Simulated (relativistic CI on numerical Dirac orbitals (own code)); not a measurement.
Spin-allowed bands of a d2 ion in an octahedral site, by hand

Problem. Take Δ = 18810 cm⁻¹ and B = 570 cm⁻¹ for a d2 ion in an octahedral site. Calculate the three spin-allowed bands.

Working.
1. The terms of highest spin are 3F (energy 0) and 3P (15B = 8550 cm⁻¹). Here the F term splits into A2 at +1.2Δ = 22572, T2 at +0.2Δ = 3762 and T1 at −0.6Δ = -11286 cm⁻¹.
2. The two T1 states mix through the element 0.4Δ: H = [[-11286, 7524], [7524, 8550]], with roots ½(H₁₁ + H₂₂) ∓ ½√[(H₂₂ − H₁₁)² + 4H₁₂²] = ½(-2736) ∓ ½(24898) = -13817 and 11081 cm⁻¹.
3. The ground term is 3T1 at -13817 cm⁻¹.
4. Bands: 3T2 17579 cm⁻¹ (569 nm), 3T1(P) 24898 cm⁻¹ (402 nm), 3A2 36389 cm⁻¹ (275 nm).

Check. Exact diagonalisation of the whole d2 shell with these parameters gives 3T2 17579, 3T1 24898, 3A2 36389 cm⁻¹. The match is exact, since without spin-orbit coupling no other term has this spin. The ratio of the second band to the first, 1.416, depends on Δ/B = 33.0 alone, which is how a Tanabe-Sugano diagram is read.
